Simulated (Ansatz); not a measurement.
A nudged elastic band was laid between two geometries of GeH7SSbSn (11 atoms, charge 0, multiplicity 1).

Method: RKS PBE-D4/def2-SVP in Ansatz.

| Quantity | Value |
| --- | --- |
| movable images | 2 |
| climbing image | no |
| spring | 5.0 eV/Å² |
| optimiser | quadratic models (default) |
| start path | IDPP |
| force threshold | 0.05 eV/Å |
| iteration limit | 60 |
| end points | relaxed |

First end point:

```xyz
11
Properties=species:S:1:pos:R:3
S -0.552 2.468 0.383
Sb 1.199 0.882 -0.440
Ge 0.939 -0.566 1.764
Sn -0.733 -0.712 -1.779
H -0.038 3.525 -0.306
H 1.726 0.109 2.919
H 1.521 -1.987 1.518
H -0.556 -0.690 2.159
H -2.013 -1.126 -0.690
H -1.382 0.212 -3.090
H -0.048 -2.174 -2.418
```

Last end point:

```xyz
11
Properties=species:S:1:pos:R:3
S 0.682 2.429 0.413
Sb 1.287 0.329 -0.806
Ge 1.064 -1.048 1.448
Sn -1.430 -0.188 -1.460
H 1.386 3.225 -0.442
H -0.167 -0.565 2.260
H 2.351 -0.855 2.294
H 0.897 -2.558 1.119
H -2.402 -0.150 -0.028
H -1.967 1.052 -2.541
H -1.635 -1.727 -2.236
```

Question: What changes between the two ends?

Answer: No bond is made or broken. The dihedral Sn4–Sb2–Ge3–H6 goes from -172 to -51°. The two ends are copies of one structure, up to a mirror image or an exchange of like atoms.

Question: Give the energies along the band, and the barrier.

Answer: The run converged. The highest image is number 2 of 0 to 3, 0.032 eV above the ends, which have the same energy within 2 meV. No image climbed, so the highest image needn't sit at the top of the path. So few images can step over the top or miss a turn of the path.

| image | path coordinate (Å) | energy (eV) | dihedral Sn4–Sb2–Ge3–H6 (°) |
| --- | --- | --- | --- |
| 0 | 0.00 | 0.000 | -172 |
| 1 | 1.63 | 0.029 | -133 |
| 2 | 3.25 | 0.032 | -92 |
| 3 | 4.88 | 0.000 | -51 |

Question: What is the geometry of the highest image?

Answer: 
```xyz
11
Properties=species:S:1:pos:R:3:forces:R:3
S 0.681 2.465 0.347 0.01 0.00 0.02
Sb 1.285 0.312 -0.771 0.01 0.01 -0.02
Ge 1.035 -1.030 1.511 0.01 -0.01 0.02
Sn -1.410 -0.212 -1.488 0.00 0.00 0.00
H 1.399 3.218 -0.534 0.00 0.00 -0.01
H 0.617 -0.050 2.638 -0.02 0.01 -0.01
H 2.402 -1.673 1.876 0.00 0.00 0.01
H -0.020 -2.165 1.397 0.00 -0.01 -0.02
H -2.445 -0.113 -0.105 0.01 0.00 0.01
H -1.900 0.977 -2.647 -0.01 0.00 0.00
H -1.580 -1.786 -2.202 0.00 0.00 0.01
```

The band took 5 iterations and of the order of 100 core-seconds.

The run took 49 s on 2 threads of Arm Neoverse V1, with other jobs on the host, peak memory 0.21 GiB.
